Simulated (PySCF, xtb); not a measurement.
Ga(Me)3 (C3H9Ga), SMILES [Ga]([CH3])([CH3])[CH3].

Harmonic wavenumbers (cm⁻¹) from xtb with GFN2-xTB at its own minimum, in rising order: 21, 33, 58, 118, 119, 124, 440, 511, 512, 546, 554, 555, 624, 650, 651, 1262, 1262, 1276, 1446, 1448, 1448, 1456, 1456, 1457, 2931, 2933, 2934, 2936, 2938, 2940, 2941, 2946, 2947.

Q: What does ωB97X-D3(BJ)/def2-SVP (PySCF) give at its own minimum? (Estimate from the structure and the level; the computed values follow.)

A: 20, 20, 41, 151, 151, 157, 538, 592, 592, 608, 608, 657, 738, 771, 771, 1236, 1236, 1239, 1438, 1438, 1440, 1444, 1444, 1446, 3055, 3055, 3057, 3144, 3144, 3144, 3170, 3170, 3170. Paired by order, the mean absolute difference is 84 cm⁻¹ and the zero-point energies are 63.6 and 67.0 kcal/mol.
